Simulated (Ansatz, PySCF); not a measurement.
C₂Si, SMILES [C][C][Si] (connectivity only; charge and spin as stated), neutral, multiplicity 1. Atoms are numbered in the order given.

```xyz
3

Si     0.0000     0.0000     1.0747
C      0.0000     0.0000    -0.6149
C      0.0000     0.0000    -1.8927
```

The structure is a stationary point at PBE0-D3(BJ)/def2-TZVP. A frequency run showed that this geometry is not a minimum.

Vertical ionisation energy (IE) and electron affinity (EA) in eV. Rows of orbital energies are one-electron estimates. Where ΔSCF, EOM or ADC give a negative EA the extra electron is unbound and the value depends on the basis.

```csv
level,IE,EA
"−ε(HOMO), −ε(LUMO), B3LYP/def2-TZVPD (PySCF)",7.64,3.72
"−ε(HOMO), −ε(LUMO), PBE/def2-TZVPD (PySCF)",6.38,4.38
ADC(2)/aug-cc-pVDZ (PySCF),9.04,1.59
"ΔSCF, PBE0/def2-TZVPD (Ansatz), final states of multiplicity 2 and 2",[?],[?]
"ΔSCF, PBE/def2-TZVPD (Ansatz), final states of multiplicity 2 and 2",9.71,1.59
```

**Question.** What belongs in the gaps? (The exact figures need the calculation; the answer reports its results.)

**Answer.** 
- ΔSCF, PBE0/def2-TZVPD (Ansatz, a first-principles code), final states of multiplicity 2 and 2, IE: 9.77
- ΔSCF, PBE0/def2-TZVPD (Ansatz), final states of multiplicity 2 and 2, EA: 1.66

**Question.** What vertical singlet–triplet gap does ΔSCF give with PBE0/def2-TZVPD (Ansatz) and with PBE/def2-TZVPD (Ansatz)? (Estimate from the structure and the level; the computed values follow.)

**Answer.** 1.97 and 1.93 eV (triplet above singlet where positive).

**Question.** Beyond the first one, list the lowest photoelectron lines from PySCF 2.14.0 with ADC(2)/aug-cc-pVDZ with their pole strengths (two spins summed). (The exact figures need the calculation; the answer reports its results.)

**Answer.** 10.47 eV (1.71), 10.47 eV (1.71), 11.53 eV (1.74), 17.65 eV (1.56).
